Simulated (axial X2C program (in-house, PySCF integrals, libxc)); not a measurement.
## Worked dissociation energy of NbP: CCSD, spin-free

All values were computed with an in-house all-electron X2C program for linear molecules (integrals from PySCF). Spin-free means the one-electron spin-free X2C Hamiltonian. Basis: Nb dyall-cv3z [11s12p9d5f3g], P dyall-v3z [8s7p2d1f] (cores contracted in-house); Gaussian nuclei, density fitting, unrestricted open shells. Masses: Nb 92.906 u, P 30.974 u.

Molecular state: M_S = 1, Λ = 2 (beyond evenly filled blocks: σα, δ+α).

Correlated methods: 10 electrons correlated (number of frozen shells: Nb 4 s, 3 p, 1 d; P 2 s, 1 p), 264 virtual spin orbitals or spinors in MP2, 90 natural virtuals in coupled cluster.

| Item | Value |
| --- | --- |
| E(Nb) (2M_S = 5, M_L = 0) | -3817.341657 hartree |
| E(P) (2M_S = 3, M_L = 0) | -341.638602 hartree |
| E(NbP) at Re | -4159.093150 hartree |
| ωe | 496.1 cm⁻¹ |
| ωexe | 3.15 cm⁻¹ |

Q: Work out De and D0.

A: De = -3817.341657 + (-341.638602) − (-4159.093150) = 0.11289 hartree = 3.072 eV. The zero-point energy is ωe/2 − ωexe/4 = 247 cm⁻¹ = 0.031 eV, so D0 = 3.041 eV.

One determinant describes the state; a PBE0 search over occupations chose it and may have missed a lower one. Dissociation energies refer to the lowest single-determinant-based atoms at the same level and basis. CCSD ran in a truncated set of natural virtual spinors with an MP2 remainder; without triples it tends to underbind. PBE0 can misorder states that lie within some tenths of an eV, so this need not be the ground state of the molecule. The nearest other spin-free determinant of the search, M_S = 1, Λ = 0, lies 0.36 eV up at the distance of the search. The outer-core s and p shells of the metal are frozen in the correlated rows, which leaves out core–valence correlation; for alkali and alkaline-earth bonds that tends to lengthen them. The determinant is spin-polarised beyond a pure state at some levels (its spin-free form has ⟨S²⟩ too high), which makes Re and μ there less reliable. The T1 diagnostic is large, a sign of multireference character. With the outer-core shells frozen, correlated bond lengths of heavy atoms tend to come out a few hundredths of an ångström too long.

Each atomic determinant is the lowest at this level and need not be a pure term. Totals compare only within one Hamiltonian and basis.
